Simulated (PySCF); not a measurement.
# Reading the logs of faulty runs: B2ClH3O

Calculated results; nothing here was measured. They come from PySCF 2.14.0, an open-source quantum chemistry program, on an isolated molecule that a program drew, which may never have been made. The molecule is B2ClH3O (charge 0, singlet), drawn as the SMILES string `BOBCl`.

Each row is a Hartree-Fock (HF) and frozen-core CCSD(T) single point in the cc-pV(D+d)Z basis, meant for a local HF minimum. Run 1 is clean. Each other run has one planted mistake out of seven kinds, and not every kind appears here: one electron removed, one electron added, multiplicity raised by two, geometry at a saddle point, minimal basis STO-3G, one bond length entered in bohr, all coordinates scaled. The reference is restricted for singlets and unrestricted otherwise, and also for a bond in bohr. Adding or removing an electron swaps singlet and doublet. Electrons count all cores. HOMO and LUMO are orbital energies over both spins, the gradient is its largest component, and the lowest frequency (negative if imaginary) is given only where the gradient is small. Bond lengths are over the 6 bonds as drawn. T1 is the CCSD diagnostic: over 0.02 (restricted) or 0.045 (unrestricted) a single reference is doubtful.

Geometry of the clean run:
```xyz
7
B2ClH3O, angstrom
B     0.6614    0.9246   -0.1501
O     0.2313    0.2332    0.9471
B    -0.1521    0.5794    2.1893
Cl    0.3721    2.1048    2.9280
H     1.1848    0.2916   -1.0200
H     0.4848    2.1059   -0.2303
H    -0.8359   -0.1517    2.8314
```

```
run,electrons,basis functions,<S^2>,HOMO (eV),LUMO (eV),gradient (hartree/bohr),lowest frequency (cm^-1),mean bond (Å),longest bond (Å),T1,HF (hartree),CCSD(T) (hartree),mistake
1,38,80,0.000,-12.43,2.28,3.3e-06,115,1.3447,1.774,0.0143,-585.60900,-586.14451,no fault
2,38,27,0.000,-10.73,5.54,2.3e-02,-,1.3447,1.774,0.0179,-579.04932,-579.20945,minimal basis STO-3G
3,39,80,0.786,0.82,8.16,5.4e-02,-,1.3447,1.774,0.0226,-585.54989,-586.11381,one electron added
4,38,80,0.884,-9.43,-0.48,1.1e-02,-,1.6078,3.352,0.0466,-585.46448,-585.97604,?
```

**Which mistake was planted in run 4, and what did it cost?**

The mean bond changes by a factor of 1.196 and the longest by 1.890, so the molecule wasn't scaled as a whole. A length L in bohr read as angstrom grows by (1/0.5292 - 1) L = 0.890 L. The 6 bonds together grew by 6 x 0.2631 = 1.579 Å, which gives L = 1.774 Å. That is bond B3-Cl4, 1.774 Å in the clean geometry. So the mistake is: one bond length entered in bohr. Subtracting run 1 and multiplying by 627.51 kcal/mol a hartree, the energy moved by 90.7 kcal/mol in HF and 105.7 kcal/mol in CCSD(T).

Cautions from the logs. Run 3: the HOMO is above zero, so the electron isn't bound and the energy depends on the basis; run 4: T1 is over the limit, so its CCSD(T) energy is less reliable.
